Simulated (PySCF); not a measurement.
**Assigning NMR signals**

Molfile (atoms numbered from 1):
```
C6H13FSi2
     RDKit          3D

 22 21  0  0  0  0  0  0  0  0999 V2000
    3.1384    0.6050    1.1148 C   0  0  0  0  0  0  0  0  0  0  0  0
    1.8605    0.1918    0.5746 C   0  0  0  0  0  0  0  0  0  0  0  0
    0.7980   -0.1314    0.1195 C   0  0  0  0  0  0  0  0  0  0  0  0
   -0.4817   -0.5616   -0.4085 C   0  0  1  0  0  0  0  0  0  0  0  0
   -0.4593   -0.4541   -1.9349 C   0  0  0  0  0  0  0  0  0  0  0  0
   -0.7747   -2.3834    0.1550 Si  0  0  0  0  0  4  0  0  0  0  0  0
   -1.6098    0.3170    0.1403 C   0  0  1  0  0  0  0  0  0  0  0  0
   -2.0070   -0.1761    1.3897 F   0  0  0  0  0  0  0  0  0  0  0  0
   -1.1885    2.1737    0.3912 Si  0  0  0  0  0  4  0  0  0  0  0  0
    3.0597    1.6091    1.5319 H   0  0  0  0  0  0  0  0  0  0  0  0
    3.8935    0.6095    0.3286 H   0  0  0  0  0  0  0  0  0  0  0  0
    3.4534   -0.0807    1.9017 H   0  0  0  0  0  0  0  0  0  0  0  0
   -1.3803   -0.8486   -2.3618 H   0  0  0  0  0  0  0  0  0  0  0  0
    0.3775   -1.0197   -2.3391 H   0  0  0  0  0  0  0  0  0  0  0  0
   -0.3521    0.5846   -2.2481 H   0  0  0  0  0  0  0  0  0  0  0  0
   -2.1558   -2.7287   -0.1844 H   0  0  0  0  0  0  0  0  0  0  0  0
    0.1537   -3.2204   -0.6091 H   0  0  0  0  0  0  0  0  0  0  0  0
   -0.5158   -2.5003    1.5835 H   0  0  0  0  0  0  0  0  0  0  0  0
   -2.4952    0.1852   -0.4949 H   0  0  0  0  0  0  0  0  0  0  0  0
   -0.3573    2.2984    1.5815 H   0  0  0  0  0  0  0  0  0  0  0  0
   -2.4583    2.8809    0.5733 H   0  0  0  0  0  0  0  0  0  0  0  0
   -0.5094    2.6691   -0.8057 H   0  0  0  0  0  0  0  0  0  0  0  0
  1  2  1  0
  2  3  3  0
  4  3  1  1
  4  5  1  0
  4  6  1  0
  4  7  1  0
  7  8  1  0
  7  9  1  0
  1 10  1  0
  1 11  1  0
  1 12  1  0
  5 13  1  0
  5 14  1  0
  5 15  1  0
  6 16  1  0
  6 17  1  0
  6 18  1  0
  7 19  1  6
  9 20  1  0
  9 21  1  0
  9 22  1  0
M  END
```

[PySCF 2.14: shielding tensors at PBE0/pcSseg-1 (GIAO); coordinates at the GFN2-xTB level; a single conformation; no relativistic terms; fast rotation and ring inversion assumed for equivalent nuclei; no solvent]

Shifts are taken against calculated references (same method and geometry level): 13C (σ = 186.93 ppm), 1H (σ = 31.72 ppm) against TMS.

(1) Assign these signals to the numbered atoms. 13C{1H} NMR (computed): δ 98.0 (CH), 89.4 (C), 89.0 (C), 27.3 (C), 23.7 (CH3), 4.9 (CH3).

(2) Assign these signals to the numbered atoms. 1H NMR (600 MHz, computed): δ 4.75 (m, 1H), 4.01 (s, 3H), 4.01 (m, 3H), 2.08 (s, 3H), 1.23 (s, 3H).

Results:

(1) 
| δ (ppm) | atoms | environment | reason |
| --- | --- | --- | --- |
| 98.0 | C7 | sp3 CH bonded to F and Si | deshielded by the electronegative neighbour |
| 89.4 | C3 | alkyne carbon | the triple bond shields along its axis, which puts it between sp3 and sp2 carbons |
| 89.0 | C2 | alkyne carbon | – |
| 27.3 | C4 | propargylic fully substituted sp3 carbon bonded to Si | – |
| 23.7 | C5 | methyl carbon | saturated and bonded to C and H only |
| 4.9 | C1 | propargylic methyl carbon | aliphatic region, no heteroatom directly attached |

C3 and C2 lie closer than the usual error of such a calculation, so a measured spectrum could show them in the other order.

(2) 
| δ (ppm) | atoms | environment | reason |
| --- | --- | --- | --- |
| 4.75 | H19 | hydrogen on an sp3 CH bonded to F and Si | its carbon carries F, an electronegative neighbour |
| 4.01 | H16/H17/H18 | hydrogen on a silicon bonded to C | – |
| 4.01 | H20/H21/H22 | hydrogen on a silicon bonded to C | – |
| 2.08 | H10/H11/H12 | hydrogen on a propargylic methyl carbon | – |
| 1.23 | H13/H14/H15 | hydrogen on a methyl carbon | – |

H16/H17/H18 and H20/H21/H22 lie closer than the usual error of such a calculation, so a measured spectrum could show them in the other order.

Splittings by 19F in the carbon and heteronuclear signals aren't shown, as no couplings were computed. Shifts are as computed. Against solution values, carbons near 30 ppm lie about +3 ppm off and those near 130 ppm about +5 ppm. Of 1211 compounds with measured shifts, 218 miss one by over three times the rms of a fit or turn the order of signals round; such compounds aren't used in these exercises. No couplings were computed; multiplicities are counted from neighbouring protons, with m where these are inequivalent, close in shift, in a saturated or five-membered ring or joined by F or P, and br s for small geminal =CH2 splittings.
